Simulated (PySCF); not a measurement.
C₄H₁₀Si.

```xyz
15

C     -1.0387    -1.5724     0.9254
C     -0.8017    -0.3949     0.3060
C     -1.8677     0.3240    -0.4850
Si     0.9147     0.3946     0.4112
C      1.6783     0.6103    -1.3079
H     -2.0300    -2.0609     0.8792
H     -0.2594    -2.0960     1.5037
H     -1.5628     0.4604    -1.5454
H     -2.0467     1.3451    -0.0835
H     -2.8329    -0.2232    -0.4761
H      0.8007     1.7537     1.0608
H      1.7936    -0.4745     1.2726
H      1.7830    -0.3693    -1.8163
H      1.0453     1.2627    -1.9432
H      2.6826     1.0750    -1.2394
```

The structure is a stationary point at PBE-D3(BJ)/def2-SVP. The values are those of a single conformer.

Level of theory: PBE/pcSseg-1 in PySCF. Non-relativistic, no solvent.

Computed absolute GIAO shielding of each atom: isotropic value and principal components (ppm):
| atom | σ(iso) | σ11 | σ22 | σ33 | span |
|---|---|---|---|---|---|
| C1 | 43.4 | -64.2 | 64.2 | 130.1 | 194.2 |
| C2 | 26.3 | -86.7 | -1.5 | 167.0 | 253.7 |
| C3 | 151.9 | 137.0 | 140.3 | 178.4 | 41.5 |
| Si4 | 367.6 | 322.8 | 373.7 | 406.4 | 83.6 |
| C5 | 184.5 | 179.9 | 184.3 | 189.3 | 9.4 |
| H6 | 25.2 | 21.9 | 24.9 | 28.7 | 6.8 |
| H7 | 25.2 | 22.2 | 24.0 | 29.4 | 7.1 |
| H8 | 28.9 | 24.7 | 29.0 | 33.1 | 8.3 |
| H9 | 28.9 | 25.4 | 27.6 | 33.8 | 8.4 |
| H10 | 29.1 | 26.0 | 27.6 | 33.8 | 7.8 |
| H11 | 26.5 | 24.0 | 24.9 | 30.7 | 6.7 |
| H12 | 26.7 | 23.6 | 25.6 | 31.0 | 7.4 |
| H13 | 30.8 | 27.0 | 28.4 | 37.0 | 10.0 |
| H14 | 30.5 | 26.1 | 29.1 | 36.4 | 10.3 |
| H15 | 30.7 | 26.7 | 27.5 | 38.0 | 11.3 |
